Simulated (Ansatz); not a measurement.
`IC1BC1`, relaxed with RKS PBE-D4/def2-SVP in Ansatz from a rough embedded geometry. The force threshold is 0.03 eV/Å; the program also tests the step.

Charge 0, multiplicity 1. I: def2 effective core potential.

Start:

```xyz
8

I    -1.844   -1.521   -0.749
C    -0.142   -0.742    0.263
B     0.749    0.116   -0.724
C    -0.131    0.777    0.449
H     0.450   -1.302    1.022
H     1.540    0.264   -1.626
H     0.419    1.137    1.298
H    -1.041    1.271    0.067
```

| step | energy (eV) | largest force (eV/Å) | largest move (Å) |
| --- | --- | --- | --- |
| 1 | -10907.8470 | 2.352 | 0.000 |
| 2 | -10908.0885 | 1.132 | 0.171 |
| 3 | -10908.1375 | 0.279 | 0.060 |
| 4 | -10908.1463 | 0.125 | 0.042 |
| 5 | -10908.1494 | 0.095 | 0.036 |
| 6 | -10908.1510 | 0.129 | 0.029 |
| 7 | -10908.1543 | 0.143 | 0.074 |
| 8 | -10908.1578 | 0.107 | 0.078 |
| 9 | -10908.1622 | 0.089 | 0.034 |
| 10 (rejected) | -10908.1502 | 0.555 | 0.200 |
| 11 | -10908.1661 | 0.178 | 0.086 |
| 12 | -10908.1675 | 0.208 | 0.096 |
| 13 | -10908.1726 | 0.147 | 0.028 |
| 14 | -10908.1737 | 0.096 | 0.016 |
| 15 | -10908.1745 | 0.028 | 0.012 |

End:

```xyz
8

I    -1.550   -1.521   -0.981
C    -0.021   -0.711    0.349
B     0.666    0.113   -0.737
C    -0.131    0.812    0.396
H     0.219   -1.401    1.171
H     1.381    0.122   -1.705
H     0.529    1.236    1.182
H    -1.093    1.350    0.325
```

Hardware: 2 threads of an Arm Neoverse V2 on a shared host. Wall time 21 s, peak host memory 0.12 GiB.
